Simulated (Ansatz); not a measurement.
`O[SiH]1CS1` and `N[SiH]1CS1` differ in one atom or group.

Ansatz, PBE0-D4/def2-TZVP geometries, multiplicity 1. Each molecule was computed in one conformer, which needn't be the lowest.

```
                                                                                  property  `O[SiH]1CS1`
ideal-gas entropy at 298 K and 1 bar (rigid rotor, harmonic PBE0-D4/def2-TZVP) / J/(mol·K)           305
                                                     HOMO energy (ωB97M-V/def2-TZVPP) / eV         -9.27
                                            size of the dipole moment (PBE/def2-TZVPP) / D          1.44
                                                     LUMO energy (ωB97M-V/def2-TZVPP) / eV          1.93
                                                     HOMO–LUMO gap (B3LYP/def2-TZVPP) / eV          6.72
                                          size of the dipole moment (B3LYP/def2-TZVPP) / D          1.45
```

Task: Give the same properties after the change, and the shifts. (Estimate.)

Result: Computed: 
```csv
property,`N[SiH]1CS1`,shift
"ideal-gas entropy at 298 K and 1 bar (rigid rotor, harmonic PBE0-D4/def2-TZVP) / J/(mol·K)",315,10
HOMO energy (ωB97M-V/def2-TZVPP) / eV,-8.89,0.38
size of the dipole moment (PBE/def2-TZVPP) / D,2.45,1.01
LUMO energy (ωB97M-V/def2-TZVPP) / eV,2.04,0.11
HOMO–LUMO gap (B3LYP/def2-TZVPP) / eV,6.63,-0.09
size of the dipole moment (B3LYP/def2-TZVPP) / D,2.51,1.06
```

With PBE0 the HOMO rises by 0.38 eV and the LUMO rises by 0.28 eV, so the gap narrows by about 0.10 eV. PBE moves the HOMO by 0.37 eV and ωB97M-V by 0.38 eV. The zero-point energy changes by 30.6 kJ/mol with +3 modes. Dipoles are sizes alone; their direction can turn.

B3LYP here is the variant with VWN-RPA as its local correlation; programs differ in this.
